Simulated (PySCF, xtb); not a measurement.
BH₂, SMILES [BH2] (connectivity only; charge and spin as stated), charge +1, multiplicity 1.

xtb with GFN2-xTB at its own geometry gives an orbital gap of 3.07 eV.

Coordinates come from a PBE0-D3(BJ)/def2-TZVPD optimisation. The multiplicity is an assumed one; other spin states were not compared. The isomer is the one that the SMILES or the coordinates give; other isomers of the formula were not compared.

### Question
What does PySCF with PBE/def2-TZVPD give? (Estimate from the structure and the level; the computed values follow.)

### Answer
gap 6.84 eV (levels -18.95 and -12.11 eV).
